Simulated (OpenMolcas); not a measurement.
# Multiplet structure of Bi2+

```
Program             : OpenMolcas 26.06
Method              : SS-CASPT2, IPEA 0.25 Eh, imaginary shift 0.1 Eh (closed shells correlated: 5d 6s)
Basis               : ANO-RCC-VTZP [8s7p5d3f2g]
Scalar Hamiltonian  : DKH2, point nucleus
Active space        : 1 electron in 3 orbitals (6p)
State averaging     : 2S+1 = 2 odd, 3 roots
Spin-orbit coupling : RASSI with atomic mean-field integrals over the reference wave functions, term energies averaged over their components
```

Spin-free terms above the lowest, with the occupations of the reference:

```json
{"Configuration": "6s2 6p", "Term": "2P*", "E (cm-1)": "0.0", "Occupations": "6p 1.00"}
```

With spin-orbit coupling, above the lowest level:

```
Configuration  Term    J  E (cm-1)  Measured (cm-1)  Term weight %
       6s2 6p   2P*  1/2       0.0              0.0            100
       6s2 6p   2P*  3/2     18032            20788            100
```

Against the measured value (Moore, Atomic Energy Levels, vol. III, NSRDS-NBS 35 (1971 reprint of NBS Circular 467, 1958)): 6s2 6p 2P* 3/2: computed 18032, measured 20788 cm-1 (-13.3 %).

Spin-orbit coupling puts the lowest level 12022 cm-1 below the lowest spin-free term.

Spin-orbit splittings of 6p shells tend to come out small when the coupling is added on scalar orbitals. With one active electron, CASPT2 adds the correlation within the correlated inactive shells and between them and that electron, and leaves the splitting within a term as the reference gives it. Computed and measured levels are paired by configuration, term and J; levels that our copy of the source lacks, or whose pairing is in doubt (as where it misses far off the trend of its configuration), stay unpaired and out of the deviations. Levels of configurations outside the active space are missing.

The term weight is that of the spin-free term in the level, not the purity of its configuration. * marks odd parity.
